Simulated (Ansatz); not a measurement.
`C[SiH]1[SiH2][Se]1` and `FC[SiH]1[SiH2][Se]1` differ in one atom or group.

Ansatz, PBE0-D4/def2-TZVP geometries, multiplicity 1. Each molecule was computed in one conformer, which needn't be the lowest.

Scalar relativity is left out up to krypton.

| property | `C[SiH]1[SiH2][Se]1` |
| --- | --- |
| LUMO energy (PBE0/def2-TZVPP) / eV | -0.30 |
| HOMO–LUMO gap (PBE/def2-TZVPP) / eV | 4.68 |
| size of the dipole moment (ωB97M-V/def2-TZVPP) / D | 2.17 |
| HOMO–LUMO gap (ωB97M-V/def2-TZVPP) / eV | 10.37 |
| LUMO energy (B3LYP/def2-TZVPP) / eV | -0.51 |
| LUMO energy (ωB97M-V/def2-TZVPP) / eV | 1.42 |

(1) Give the same properties after the change, and the shifts. (An estimate is asked.)

Results:

(1) Ansatz gave: 
```
                                          property  `FC[SiH]1[SiH2][Se]1`  shift
                LUMO energy (PBE0/def2-TZVPP) / eV                  -0.55  -0.25
               HOMO–LUMO gap (PBE/def2-TZVPP) / eV                   4.68   0.00
size of the dipole moment (ωB97M-V/def2-TZVPP) / D                   0.47  -1.70
           HOMO–LUMO gap (ωB97M-V/def2-TZVPP) / eV                  10.41   0.04
               LUMO energy (B3LYP/def2-TZVPP) / eV                  -0.77  -0.26
             LUMO energy (ωB97M-V/def2-TZVPP) / eV                   1.16  -0.26
```

Dipoles are sizes alone; their direction can turn.

B3LYP here is the variant with VWN-RPA as its local correlation; programs differ in this.

Spin–orbit coupling is left out; it splits and shifts lone-pair levels of the heavy atoms by tenths of an eV.
